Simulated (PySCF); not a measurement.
C6H5ClO2P2.
Geometry (GFN2-xTB, Å), atoms numbered from 1 in this order:
```
atom  x, y, z in Å
C1    -3.0593   -0.1524    0.4164
O2    -1.6450   -0.2514    0.5199
C3    -0.9426    0.2556   -0.4931
O4    -1.4220    0.7414   -1.4816
C5     0.5359    0.0955   -0.2567
C6     1.1894   -0.7812   -1.1054
P7     2.8685   -1.2158   -1.1206
C8     3.5102   -0.2708    0.1792
P9     2.7954    0.8692    1.2614
C10    1.1251    0.8415    0.7514
Cl11   0.1143    1.9386    1.6439
H12   -3.3610    0.8958    0.3704
H13   -3.4110   -0.6613   -0.4834
H14   -3.4604   -0.6267    1.3080
H15    0.5786   -1.2614   -1.8610
H16    4.5762   -0.4076    0.3397
```

NICS is the negative of the GIAO shielding at a point without a nucleus: at the ring centre (0) and 1 Å above and below it (1); zz is the component along the ring normal. Level: GIAO PBE0/pcSseg-1 (PySCF, non-relativistic, gas phase) on the GFN2-xTB geometry, one conformer.

Ring bond lengths (Å), with Mayer bond orders in brackets: C5–C6 1.384 (1.45), C6–P7 1.735 (1.32), P7–C8 1.730 (1.30), C8–P9 1.727 (1.33), P9–C10 1.747 (1.24), C10–C5 1.386 (1.31).

Q: Give the NICS values of each ring in ppm.

A: 
```
              ring                                                 type  NICS(0)  NICS(1), two faces  NICS(1)zz, two faces  rms pucker (Å)  centre to ring atoms, mean (Å)
C5–C6–P7–C8–P9–C10  6-membered ring with 2 P; formal bonds all aromatic     -7.3         -9.9 / -9.8         -23.6 / -23.4            0.01                            1.60
```

Q: What do they say, and how far can they be read as aromaticity?

A: 
- C5–C6–P7–C8–P9–C10: mean NICS(1)zz -23.5 ppm, shielded.

Q: And the bond-length index? HOMA = 1 − mean of α(R − Ropt)² over the ring bonds, with Krygowski's 1993 parameters (CC: Ropt 1.388 Å, α 257.7 Å⁻²; CP: Ropt 1.698 Å, α 118.91 Å⁻²).

A: 
- C5–C6–P7–C8–P9–C10: HOMA 0.89; the largest term is that of P9–C10, α(R − Ropt)² = 0.28.

Q: What are the shieldings of the ring atoms and their hydrogens in the same run (means over atoms taken as equivalent)?

A: 
| atoms | environment | σ isotropic (ppm) |
| --- | --- | --- |
| C5 | substituted aromatic carbon | 41.1 |
| C6 | aromatic CH carbon | 23.6 |
| P7 | phosphorus bonded to 2 C | 67.8 |
| C8 | aromatic CH carbon | -11.1 |
| P9 | phosphorus bonded to 2 C | 52.7 |
| C10 | aromatic C–Cl carbon | 7.9 |
| H15 | aromatic hydrogen | 22.36 |
| H16 | aromatic hydrogen | 20.88 |
